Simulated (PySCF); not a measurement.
PW91 on Ge- (germanium, charge -1), [Ar] 3d10 4s2 4p3, high-spin 4S determinant. Computed with PySCF 2.14 in def2-TZVPPD (7s5p5d1f, 54 functions), with no relativity, point nucleus.

```
cycle= 1 E= -2077.09701275277  delta_E= -0.0111  |g|= 0.212  |ddm|= 0.241
cycle= 2 E= -2077.09329139856  delta_E= 0.00372  |g|= 0.268  |ddm|= 0.152
cycle= 3 E= -2077.10223491917  delta_E= -0.00894  |g|= 0.0105  |ddm|= 0.0998
cycle= 4 E= -2077.10228724068  delta_E= -5.23e-05  |g|= 0.000193  |ddm|= 0.0171
cycle= 5 E= -2077.10228726775  delta_E= -2.71e-08  |g|= 2.59e-05  |ddm|= 0.000467
cycle= 6 E= -2077.10228726784  delta_E= -9.82e-11  |g|= 6.37e-07  |ddm|= 1.57e-05
converged SCF energy = -2077.10228726784  <S^2> = 3.7509258  2S+1 = 4.0004629
```

Highest occupied orbital energy: 2.275 eV; ⟨L²⟩ = 0.00; populations by l: s 8.00, p 15.00, d 10.00, f 0.00.

(1) Can this result be used?

Results:

(1) With care. Self-consistency was reached. At PW91 the highest occupied level has a positive energy, so only the finite basis holds that electron; in a semilocal or global hybrid functional this comes from self-interaction and does not mean that the real anion is unbound.
